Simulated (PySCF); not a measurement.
# Trend along group 13: MSi molecules

r²SCAN with triple-zeta basis sets in PySCF, for the lowest determinant that a PBE0 search found; no spin–orbit coupling. De refers to high-spin ground-configuration atoms. A positive dipole means M(−)Si(+).

```tsv
M	basis	state (unpaired electrons)	Re (Å)	ωe (cm⁻¹)	De (eV)	μ (D)
B	def2-TZVPP	quartet (σ ↑, π ↑↑)	1.908	769	3.72	0.34
Al	def2-TZVPP	quartet (σ ↑, π ↑↑)	2.415	383	2.75	-1.31
Ga	def2-TZVPP	quartet (σ ↑, π ↑↑)	2.406	308	2.69	-1.17
In	x2c-TZVPPall	quartet (σ ↑, π ↑↑)	2.602	262	2.47	-1.88
Tl	def2-TZVPP	quartet (σ ↑, π ↑↑)	2.653	233	2.36	-2.38
```

The shortest bond is that of SiB (1.908 Å), the longest that of TlSi (2.653 Å).

The rows differ in basis set, which adds steps of its own.

Down a group the atoms grow and get heavier, so bonds lengthen and wavenumbers fall; this series shows no clear exception.

Spin–orbit coupling is left out, which matters for elements this heavy, above all for dissociation energies. States were picked by a PBE0 search and need not be the measured ground states.
